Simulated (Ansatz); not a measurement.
The molecule RuF, multiplicity 6 (lowest of 2S+1 = 2, 4, 6 at CCSD(T)/def2-TZVPP on PBE0 minima; our sources give no spin for the ground state, which may be another). No spin–orbit coupling.

Constants: fifth-degree fit in 1/R to seven points, most abundant isotopes. In def2 and cc sets the state is the lowest found near the PBE0 minimum, followed along R.

Correlated levels freeze the inner cores; with def2 sets outer-core shells near the valence are correlated too. CBS: X⁻³ extrapolation of the correlation energy, Hartree–Fock from the larger set.

Run with Ansatz (Gaussian orbitals).  In def2 rows elements past Kr take small-core potentials, without spin–orbit coupling.

**Question.** What bond length and harmonic frequency does r2SCAN/def2-TZVPP give?

**Answer.** r_e = 1.912 Å, ω_e = 600 cm⁻¹.

**Question.** What bond length and harmonic frequency does wB97M-V/def2-TZVPP give?

**Answer.** r_e = 1.915 Å, ω_e = 604 cm⁻¹.

**Question.** What bond length and harmonic frequency does CCSD(T)/CBS(def2-TZVPP, def2-QZVPP) give?

**Answer.** r_e = 1.919 Å, ω_e = 602 cm⁻¹.

Ansatz is a quantum-chemistry and plane-wave program.
